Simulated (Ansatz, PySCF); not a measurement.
Pulling on the Si3–H4 bond in H4SiSn (SMILES [SiH3][SnH]) (multiplicity 1 held, fragments rigid). Energies count from the point at 1.489 Å.
Geometry at that point (charge 0, multiplicity 1):
```xyz
6

Sn     0.02237     0.53982     0.43432
H     -0.41337     1.51872    -0.98770
Si    -0.03833    -1.60229    -1.15890
H      0.94005    -1.44616    -2.27028
H     -1.38830    -1.75349    -1.76837
H      0.27964    -2.87784    -0.46490
```

Unrestricted levels (U-) break spin symmetry where that is lower. Active spaces are followed from a long bond inwards. Curves can end on different states.

Cores are frozen in the correlated methods. Filled d and f shells under p-block atoms count as core. Rows in 3-21G, LANL2DZ carry no dispersion term and start afresh at each structure; the Pople sets are all-electron and without relativity. LANL2DZ brings its own core potentials from Na on.

The values were computed with Ansatz (Gaussian orbitals); PySCF for 3-21G rows, LANL2DZ rows. Values without a source in brackets are computed. In def2 rows elements past Kr take small-core potentials, without spin–orbit coupling.

Other levels give for the energy at R = 4.764 Å: U-PBE/def2-TZVPP 79.32; U-B3LYP/def2-TZVPP 83.60; U-wB97X-V/def2-TZVPP 87.70; FIC-MRCISD+Q on CASSCF(2,2)/def2-TZVPP 86.61 kcal/mol.

Common cheap choices:

| level | energy at R = 4.764 Å (kcal/mol) |
|---|---|
| R-HF/3-21G | 161.90 |
| U-HF/LANL2DZ | 62.63 |
| R-B3LYP/LANL2DZ | 119.71 |
| U-B3LYP/LANL2DZ | 82.42 |

Doubts at one or more of the structures used: a restricted determinant that unrestricted orbitals would lower (R-HF/3-21G); a spin-contaminated determinant (U-HF/LANL2DZ, U-B3LYP/LANL2DZ, U-PBE/def2-TZVPP, U-B3LYP/def2-TZVPP, U-wB97X-V/def2-TZVPP).

Ansatz is a first-principles code.
